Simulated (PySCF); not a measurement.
How methods differ on the excitation energy of Yb

Yb [Xe] 4f14 6s2 (1S) → Yb [Xe] 4f13 6s2 6p1 (high-spin determinant), as a difference of total energies. Computed with PySCF 2.14 in cc-pVDZ-X2C (8s7p5d3f1g, 84 functions), with the spin-free X2C one-electron Hamiltonian (Gaussian nucleus). Correlated levels: valence: [Kr] 4d10 frozen. The calculations carry no spin-orbit coupling.

| method | excitation energy (eV) |
| --- | --- |
| UHF | 0.784 |
| MP2 (valence) | 5.663 |
| SCS-MP2 (valence) | 4.916 |
| CCSD (valence) | 3.609 |
| CCSD(T) (valence) | 3.842 |

Q: How much does correlation contribute at CCSD(T) (valence)?

A: 3.842 − (0.784) = 3.058 eV, measured against UHF.

A first-order spin-orbit estimate (lowest level to lowest level, LS coupling) adds -0.488 eV.

The basis was made for the ground configuration and has no added diffuse functions, so the excitation energy can come out too high.

The coupled-cluster amplitudes are large for the upper state (T1 above 0.03 or a double amplitude above 0.15), so a single reference is strained.

The determinant of the upper state mixes LS terms, which raises its energy above the lowest term, most at the Hartree-Fock and MP2 levels.
